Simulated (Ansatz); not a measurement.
`[F][Sn]([F])([SiH3])[Cl]` + H₂ → `[F][SnH]([F])[SiH3]` + HCl at 600 K and 1 bar (hydrogenolysis of the Sn–Cl bond).

Program: Ansatz. Geometries: PBE0-D4/def2-TZVP. ΔE: electronic, gas phase. CCSD(T)/CBS adds triple-zeta CCSD(T) − MP2 to the extrapolated MP2 energy (def2 sets, frozen cores). This one scheme is used for every species. Elements past krypton have def2 core potentials. For Sn outer-core shells are correlated without core-valence functions, which leaves a few kJ/mol of doubt a bond.

```csv
species,CCSD(T)/CBS energy (Eh),H − E (kJ/mol),S (J/(mol·K))
`[F][Sn]([F])([SiH3])[Cl]`,-1164.39080,145.0,497.7
H₂,-1.17544,43.9,150.8
`[F][SnH]([F])[SiH3]`,-705.15468,152.7,453.8
HCl,-460.38127,35.4,207.2
```

H − E and S are ideal-gas, rigid-rotor, harmonic terms from PBE0-D4/def2-TZVP. The MP2-based limit puts H₂ 0.8 mEh under its directly extrapolated value; such offsets cancel only in part. 1 Eh = 2625.50 kJ/mol, R = 8.31446 J/(mol·K).

Problem. By hand: ΔE, ΔH, ΔS and ΔG.

Solution. ΔE = (-705.15468) + (-460.38127) − (-1164.39080) − (-1.17544) = 0.03029 Eh = 79.5 kJ/mol. Δ(H − E) = 152.7 + 35.4 − 145.0 − 43.9 = -0.8, so ΔH = 78.7 kJ/mol. ΔS = 453.8 + 207.2 − 497.7 − 150.8 = 12.5 J/(mol·K). ΔG = 78.7 − 600 × (12.5)/1000 = 71.2 kJ/mol.

Problem. By hand: the equilibrium constant, and the temperature at which ΔG would vanish if ΔH and ΔS stayed fixed.

Solution. log₁₀ K = −ΔG/(RT ln 10) = -6.2. ΔG = 0 at ΔH/ΔS = 6296 K, far beyond where these terms or the molecules hold.

The number of gas molecules stays the same, so ΔS is small and ΔH decides. A doubt of 5 kJ/mol in ΔE shifts log₁₀ K by 0.4 here. Modes under 60 cm⁻¹, often nearly free rotors, make the harmonic entropy too high. These are equilibria of isolated gas molecules and say nothing of rates. Largest T1 diagnostic: 0.014 (customary marks: 0.02 for closed shells, 0.045 for open ones).
